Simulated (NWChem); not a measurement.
A series in which one site is exchanged, each optimised at PBE0/def2-SVP with NWChem, gas phase unless a solvent is named. This build's default masses of Se (78.918 u) and Br (79.917 u) are each other's, which moves their modes by up to 0.6 %. For some, no frequency run checked for a minimum. def2 effective core potentials on Y, Sb, La; no spin-orbit coupling.

A: FB(F)Br (BBrF2; site = B)
B: [F][Y]([F])[Br] (YBrF2; site = Y)
C: [La]([F])([Br])[F] (LaBrF2; site = La)
D: [Br][Sb]([F])[F] (SbBrF₂; site = Sb)

```tsv
quantity	A	B	C	D
dipole (D), PBE0/def2-SVP	0.20	0.93	3.75	?
orbital gap (eV), PBE0/def2-SVP	8.73	5.68	5.47	?
static polarisability, PBE/def2-SVPD (bohr³)	37.1	59.4	67.3	?
```

Question: What belongs in the gaps?

Answer: 
- dipole (D), PBE0/def2-SVP, D: 3.45
- orbital gap (eV), PBE0/def2-SVP, D: 6.86
- static polarisability, PBE/def2-SVPD (bohr³), D: 64.2
